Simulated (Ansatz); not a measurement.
Reaction (SMILES): CCCCCCO → C[CH]CCCCO + H atom (the C-H bond at the site shown breaks; other sites are not compared here)
Each molecule is optimised on its own at B3LYP-D3(BJ)/def2-TZVP (Ansatz, a program for electronic structure), one conformer each, not searched for the lowest.

Quantity: bond dissociation energy (electronic energy difference), in eV. Cores are frozen in the correlated levels unless marked. UHF or UKS for open shells. Spin-orbit coupling is left out. Non-relativistic. Basis-set limits of correlation are two-point, X^-3; Hartree-Fock from the larger set. The bracket is a focal-point correction in the basis named.

RI-MP2/CBS(cc-pVTZ,cc-pVQZ)+[CCSD(T)-MP2]/cc-pVTZ (Ansatz) gives 4.65 eV.

Another calculation gave 4.41 eV. Which level was it?
A) wB97X-V/def2-TZVPD (Ansatz)
B) SVWN5/def2-TZVPD (Ansatz)
C) HSE06/def2-TZVPD (Ansatz)
D) revPBE/def2-TZVPD (Ansatz)

C, HSE06/def2-TZVPD (Ansatz). The others give 4.30 (revPBE), 4.57 (wB97X-V), 4.88 (SVWN5) eV.
